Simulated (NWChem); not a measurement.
System: CH4F2SSi; SMILES CS[SiH](F)F

NWChem input:

```
start job
memory heap 200 mb stack 900 mb global 1100 mb
geometry units angstroms noautosym nocenter noautoz
  Si     0.061213    -0.761334     0.309988
  F      1.448676    -1.093412    -0.445916
  F     -0.993511    -1.917604    -0.063482
  S     -0.744668     1.059096    -0.378749
  C      0.654105     2.141610     0.086493
  H      0.353927    -0.806904     1.758979
  H      0.371964     3.155849    -0.224205
  H      0.822182     2.142512     1.172771
  H      1.572435     1.849736    -0.440013
end
basis spherical
  * library 6-31g*
end
dft
  xc hfexch
  iterations 150
end
property
  shielding
end
task dft property
```

Coordinates come from a PBE0/def2-SVP optimisation.

GIAO values for the isolated, static molecule; σ is the absolute isotropic shielding, δ = σ(reference) − σ with the isolated reference molecule computed at the same levels (13C: tetramethylsilane, 19F: trichlorofluoromethane, 1H: tetramethylsilane, 29Si: tetramethylsilane).

Atoms are numbered as in the input.

Predict the main results of this run. (Hartree-Fock/6-31G* (spherical d), GIAO.) Quantities: δ Si1 (ppm); δ F2 (ppm); δ F3 (ppm); σ S4 (ppm); δ C5 (ppm); δ H6 (ppm); δ H7 (rotor mean) (ppm).


```json
{
 "δ Si1 (ppm)": "-7.0",
 "δ F2 (ppm)": "-85.4",
 "δ F3 (ppm)": "-94.4",
 "σ S4 (ppm)": "749.7",
 "δ C5 (ppm)": "6.7",
 "δ H6 (ppm)": "5.32",
 "δ H7 (rotor mean) (ppm)": "1.89"
}
```
